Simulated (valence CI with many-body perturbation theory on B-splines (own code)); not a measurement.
**E1 line list for Ag32+**

Computed by configuration interaction combined with many-body perturbation theory (CI+MBPT): five valence electrons over a frozen Dirac-Fock core [Ne], a basis of 11 s, 11 p, 10 d, 8 f, 5 g, 2 h functions for each j, with the one-electron correlation potential Σ1 (screened to all orders), the two-electron term Σ2, the three-electron term Σ3, Breit, model QED; selected single and double excitations, second order for the rest, scaled by the run's own slope (own B-spline code, finite nucleus).

No measured spectrum was set against this ion. As an estimate, large intervals hold to a few tenths of a per cent, small ones and those within an open d or f shell to about a per cent. Among the levels kept, up to 4200 cm⁻¹ of a level comes from second order outside the variational space, and about a tenth of that is noise between levels of different J, which matters for small intervals.

Lines 201 to 250 of 586 in falling wavelength, among levels below 29.192 Ry, chosen from the strongest by gf and those to the six lowest levels. Wavelengths and rates use the calculated energies. Electric multipoles are in the length gauge, E1 and E2 with the static RPA response of the core. Weak lines are less certain than strong ones. Lines between different terms over intervals too small for the method are left out, as are lines whose strength nearly cancels. Where a level lies close to another of its J and parity, the split of strength between their lines is uncertain. The highest levels of a list are the least certain.

Levels are named by their leading jj configuration (3d3/2^4 stands for four electrons in 3d with j = 3/2), which in mixed levels can hold well under half, so a name can repeat and another be missing. Letters in brackets count levels of one name in rising energy.

```
λ vac (Å)                               Upper                               Lower   A (s⁻¹)  log gf  Branch %
    83.66  (3s 3p1/2 3p3/2^2 3d3/2) J=3/2 [b]          (3s 3p1/2^2 3p3/2^2) J=3/2  5.68e+10   -0.62      49.6
    83.62      (3s^2 3p3/2 3d5/2^2) J=5/2 [b]      (3s^2 3p3/2^2 3d5/2) J=5/2 [b]  1.03e+10   -1.19       2.6
    83.59      (3s 3p1/2^2 3d3/2 3d5/2) J=3/2  (3s 3p1/2^2 3p3/2 3d3/2) J=1/2 [a]  1.84e+10   -1.11      40.6
    83.59      (3s 3p1/2^2 3d3/2 3d5/2) J=3/2  (3s 3p1/2^2 3p3/2 3d3/2) J=3/2 [a]  1.55e+10   -1.19      34.2
    83.56  (3s 3p1/2 3p3/2^2 3d5/2) J=3/2 [e]  (3s^2 3p1/2 3p3/2 3d5/2) J=3/2 [a]  5.12e+10   -0.67      22.0
    83.45  (3s 3p1/2^2 3p3/2 3d3/2) J=5/2 [b]          (3s 3p1/2^2 3p3/2^2) J=5/2  3.60e+08   -2.65       0.6
    83.37          (3s^2 3p3/2 3d5/2^2) J=3/2          (3s^2 3p3/2^2 3d5/2) J=3/2  2.65e+10   -0.96       7.1
    83.34      (3s^2 3p3/2 3d5/2^2) J=7/2 [b]      (3s^2 3p3/2^2 3d5/2) J=5/2 [b]  3.26e+11    0.43      92.2
    83.33  (3s 3p1/2 3p3/2^2 3d5/2) J=7/2 [d]      (3s^2 3p1/2 3p3/2 3d5/2) J=9/2  1.28e+11    0.03      52.3
    83.30        (3s 3p3/2^3 3d5/2) J=5/2 [b]      (3s^2 3p3/2^2 3d3/2) J=3/2 [b]  1.19e+11   -0.13      27.5
    83.17  (3s 3p1/2 3p3/2^2 3d3/2) J=5/2 [c]  (3s^2 3p1/2 3p3/2 3d3/2) J=5/2 [a]  1.60e+10   -1.00      11.5
    83.17  (3s 3p1/2 3p3/2^2 3d3/2) J=5/2 [c]  (3s^2 3p1/2 3p3/2 3d3/2) J=3/2 [a]  1.06e+11   -0.18      76.2
    83.14  (3s 3p1/2 3p3/2^2 3d5/2) J=7/2 [c]            (3s 3p1/2 3p3/2^3) J=5/2  1.39e+10   -0.94      15.1
    83.04  (3s^2 3p3/2 3d3/2 3d5/2) J=1/2 [c]                  (3s 3p3/2^4) J=1/2  7.98e+10   -0.78      11.5
    83.00      (3s^2 3p3/2 3d5/2^2) J=5/2 [a]      (3s^2 3p3/2^2 3d3/2) J=3/2 [a]  2.50e+10   -0.81       7.9
    82.98  (3s 3p1/2 3p3/2^2 3d5/2) J=5/2 [a]            (3s 3p1/2 3p3/2^3) J=3/2  2.14e+10   -0.88      23.4
    82.91        (3s 3p3/2^3 3d5/2) J=5/2 [b]      (3s^2 3p3/2^2 3d5/2) J=5/2 [a]  7.03e+10   -0.36      16.2
    82.91        (3s 3p3/2^3 3d5/2) J=3/2 [a]          (3s^2 3p3/2^2 3d5/2) J=1/2  7.08e+10   -0.53      29.0
    82.87  (3s 3p1/2 3p3/2^2 3d3/2) J=7/2 [c]  (3s^2 3p1/2 3p3/2 3d3/2) J=5/2 [a]  5.65e+10   -0.33      35.9
    82.86  (3s^2 3p3/2 3d3/2 3d5/2) J=5/2 [e]          (3s^2 3p3/2^2 3d5/2) J=3/2  1.45e+11   -0.05      34.8
    82.66  (3s 3p1/2^2 3d3/2 3d5/2) J=5/2 [b]      (3s 3p1/2^2 3p3/2 3d3/2) J=7/2  1.84e+10   -0.95      24.9
    82.53  (3s 3p1/2 3p3/2^2 3d5/2) J=5/2 [c]      (3s^2 3p1/2 3p3/2 3d3/2) J=7/2  2.63e+10   -0.79      13.5
    82.48  (3s^2 3p3/2 3d3/2 3d5/2) J=1/2 [a]  (3s^2 3p1/2 3p3/2 3d5/2) J=3/2 [b]  9.60e+10   -0.71      29.0
    82.45     (3s^2 3p3/2 3d3/2 3d5/2) J=11/2          (3s^2 3p3/2^2 3d5/2) J=9/2  6.03e+10   -0.13      54.8
    82.43  (3s^2 3p3/2 3d3/2 3d5/2) J=1/2 [b]      (3s^2 3p3/2^2 3d3/2) J=3/2 [a]  9.97e+10   -0.69      18.4
    82.29  (3s^2 3p3/2 3d3/2 3d5/2) J=7/2 [d]      (3s^2 3p3/2^2 3d5/2) J=5/2 [a]  3.02e+10   -0.61       6.7
    82.28  (3s 3p1/2 3p3/2^2 3d5/2) J=3/2 [a]            (3s 3p1/2 3p3/2^3) J=3/2  3.75e+10   -0.82      18.3
    82.28  (3s 3p1/2^2 3p3/2 3d5/2) J=7/2 [a]          (3s 3p1/2^2 3p3/2^2) J=5/2  2.35e+10   -0.72      70.3
    82.24        (3s 3p3/2^3 3d5/2) J=3/2 [b]                  (3s 3p3/2^4) J=1/2  8.48e+10   -0.46      17.8
    82.23        (3s 3p3/2^3 3d5/2) J=7/2 [b]          (3s^2 3p3/2^2 3d3/2) J=5/2  3.63e+10   -0.53      10.9
    82.15  (3s 3p1/2 3p3/2^2 3d5/2) J=3/2 [h]  (3s^2 3p1/2 3p3/2 3d5/2) J=3/2 [c]  7.17e+10   -0.54      19.9
    82.11  (3s^2 3p1/2 3p3/2 3d3/2) J=3/2 [b]          (3s^2 3p1/2 3p3/2^2) J=3/2  4.25e+09   -1.76       1.0
    82.05  (3s 3p1/2 3p3/2^2 3d5/2) J=3/2 [h]  (3s^2 3p1/2 3p3/2 3d5/2) J=5/2 [b]  2.44e+10   -1.01       6.8
    81.97        (3s 3p3/2^3 3d5/2) J=3/2 [b]      (3s^2 3p3/2^2 3d5/2) J=5/2 [b]  3.07e+10   -0.91       6.5
    81.91  (3s^2 3p1/2 3d3/2 3d5/2) J=5/2 [b]  (3s^2 3p1/2 3p3/2 3d5/2) J=3/2 [a]  4.06e+10   -0.61      14.3
    81.84  (3s 3p1/2 3p3/2^2 3d5/2) J=5/2 [c]            (3s 3p1/2 3p3/2^3) J=5/2  3.67e+10   -0.66      18.9
    81.82  (3s 3p1/2 3p3/2^2 3d5/2) J=5/2 [f]  (3s^2 3p1/2 3p3/2 3d3/2) J=5/2 [b]  5.01e+10   -0.52      19.1
    81.79  (3s^2 3p3/2 3d3/2 3d5/2) J=1/2 [b]          (3s^2 3p3/2^2 3d3/2) J=1/2  4.99e+10   -1.00       9.2
    81.60  (3s 3p1/2^2 3d3/2 3d5/2) J=5/2 [b]  (3s 3p1/2^2 3p3/2 3d3/2) J=5/2 [a]  3.54e+10   -0.67      47.8
    81.58  (3s^2 3p1/2 3d3/2 3d5/2) J=7/2 [b]  (3s^2 3p1/2 3p3/2 3d5/2) J=7/2 [b]  6.11e+10   -0.31      22.0
    81.57        (3s 3p3/2^3 3d3/2) J=3/2 [b]      (3s^2 3p3/2^2 3d3/2) J=3/2 [a]  2.63e+10   -0.98       5.5
    81.56  (3s^2 3p3/2 3d3/2 3d5/2) J=7/2 [c]          (3s^2 3p3/2^2 3d3/2) J=5/2  5.33e+10   -0.37      14.9
    81.46        (3s 3p3/2^3 3d3/2) J=3/2 [b]          (3s^2 3p3/2^2 3d3/2) J=5/2  1.06e+11   -0.38      22.0
    81.39          (3s^2 3p1/2 3d5/2^2) J=3/2  (3s^2 3p1/2 3p3/2 3d3/2) J=5/2 [b]  4.68e+10   -0.73      15.2
    81.08  (3s^2 3p1/2 3d3/2 3d5/2) J=7/2 [b]  (3s^2 3p1/2 3p3/2 3d3/2) J=5/2 [b]  9.03e+09   -1.15       3.2
    81.03  (3s 3p1/2 3p3/2^2 3d5/2) J=1/2 [c]  (3s^2 3p1/2 3p3/2 3d5/2) J=3/2 [a]  3.56e+10   -1.15      14.1
    81.02  (3s 3p1/2 3p3/2^2 3d3/2) J=1/2 [d]  (3s^2 3p1/2 3p3/2 3d3/2) J=1/2 [a]  3.57e+10   -1.15      11.7
    81.01          (3s^2 3p3/2 3d5/2^2) J=1/2          (3s^2 3p3/2^2 3d5/2) J=1/2  8.10e+10   -0.80      29.0
    80.96      (3s^2 3p1/2 3p3/2 3d5/2) J=1/2          (3s^2 3p1/2 3p3/2^2) J=1/2  1.55e+11   -0.52      95.1
    80.96  (3s^2 3p3/2 3d3/2 3d5/2) J=3/2 [b]      (3s^2 3p3/2^2 3d3/2) J=3/2 [a]  1.40e+11   -0.26      27.3
```

(1) How does gf follow from A for the line at 82.23 Å?

Results:

(1) gf = 1.4992 × (2J+1)_upper × A / σ², with σ = 1216147 cm⁻¹ and 2J+1 = 8: gf = 0.295.
